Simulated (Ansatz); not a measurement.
Two isomers of C2H8BNSi: A = `CN1BC1[SiH3]`, B = `BN([SiH3])C=C`.

Computed with Ansatz on PBE0-D4/def2-TZVP structures; ΔE is electronic, products minus reactants. CCSD(T)/CBS is the MP2 limit (def2-TZVPP, def2-QZVPP) plus CCSD(T) − MP2 in def2-TZVPP, frozen cores. DFT in def2-TZVPP. B3LYP here is the variant with VWN-RPA as its local correlation; programs differ in this. Each species was taken in one conformer, which may not be the lowest.

(1) Which is lower in electronic energy at CCSD(T)/CBS, and by how much? (Estimate.)

(2) Give E(B) − E(A) in kJ/mol with PBE-D4, CCSD(T)/def2-TZVPP, MP2/def2-TZVPP, B2PLYP, B3LYP-D4, B3LYP, r2SCAN-D4. (An estimate is asked.)

(3) Does the order hold for the free energy at 298.15 K (harmonic terms from PBE0-D4)? (Estimate.)

Largest T1 diagnostic: 0.013.

## Answers

(1) The calculation gave: B, by 152.1 kJ/mol.

(2) The calculation gave: PBE-D4 -125.9, CCSD(T)/def2-TZVPP -153.6, MP2/def2-TZVPP -147.8, B2PLYP -150.9, B3LYP-D4 -151.8, B3LYP -147.7, r2SCAN-D4 -139.1. None reverses the order clearly.

(3) The calculation gave: Yes: G(B) − G(A) = -150.3 kJ/mol, for one conformer each.

Leaving LDA and LC-ωPBE aside and taking each functional with its dispersion term where it has one, the values, not all of them listed here, spread over 33.1 kJ/mol, from BHLYP-D4 to PBE-D4. LDA lies +3.2 kJ/mol from PBE without D4. From PBE to PBE0 (25 % exact exchange), in def2-TZVPP and without D4, E(B) − E(A) moves by −3.8 kJ/mol.
